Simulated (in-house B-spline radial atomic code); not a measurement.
Checks on a self-consistent run for Nd IV (Nd3+), [Ar] 3d10 4s2 (4p1/2)1 (4p3/2)4 4d10 4f4 5s2 5p6. Computed with a B-spline radial code for spherical atoms: Dirac-Hartree-Fock, average of the jj configuration, Fermi nucleus of rms radius 4.9123 fm.

```csv
orbital,q,ε (Eh),<1/r>,<r²>,small-component weight
1s1/2,2,-1612.02037,66.0457,0.000759663,0.04954
2s1/2,2,-266.04872,15.6556,0.0119494,0.010851
2p1/2,2,-251.11108,15.5928,0.00877092,0.010845
2p3/2,4,-231.96770,14.0271,0.0100122,0.010157
3s1/2,2,-60.54293,5.69162,0.0802214,0.003388
3p1/2,2,-54.10958,5.58575,0.0757346,0.0033073
3p3/2,4,-50.24476,5.20496,0.0826658,0.0031313
3d3/2,4,-39.25207,5.06041,0.0671122,0.0029923
3d5/2,6,-38.43223,4.96168,0.0691556,0.0029371
4s1/2,2,-13.69952,2.34685,0.41257,0.001034
4p1/2,1,-11.36244,2.23455,0.446015,0.00096088
4p3/2,4,-10.42655,2.12079,0.47584,0.00090985
4d3/2,4,-6.16994,1.89471,0.56354,0.00075224
4d5/2,6,-6.12481,1.86905,0.574592,0.00074013
4f5/2,1.7143,-1.55546,1.39265,1.05237,0.00043749
4f7/2,2.2857,-1.57026,1.39038,1.04821,0.00043657
5s1/2,2,-2.88068,0.907422,2.35709,0.00021912
5p1/2,2,-2.07943,0.824693,2.89144,0.00019076
5p3/2,4,-1.95806,0.774992,3.13576,0.00016807
```

Electron-electron repulsion V_ee = 3444.3747 hartree.

What total energy follows from the eigenvalues?

The eigenvalues count the repulsion twice, so E = Σqε - V_ee = -6170.021 - 3444.375 = -9614.396 hartree; the run printed -9614.396.

Does the Dirac virial theorem hold?

For a point nucleus E = -2c²Σq·w, with w the small-component weight. Here Σq·w = 0.25596 and c = 137.0360, so the ratio E/(-2c²Σq·w) is 1.000098; the finite nucleus accounts for the departure from 1.

What diamagnetic shielding (Lamb formula) and susceptibility (Langevin formula) do the radii give?

σ = (α²/3)Σq<1/r> = 390.417/(3·137.036²) = 6930.1 ppm, and χ = -0.79199×10⁻⁶·Σq<r²> = -29.72×10⁻⁶ cm³/mol with Σq<r²> = 37.525 bohr². Both are non-relativistic formulas without the paramagnetism of open shells; for so heavy an element the full relativistic shielding is larger by tens of per cent.
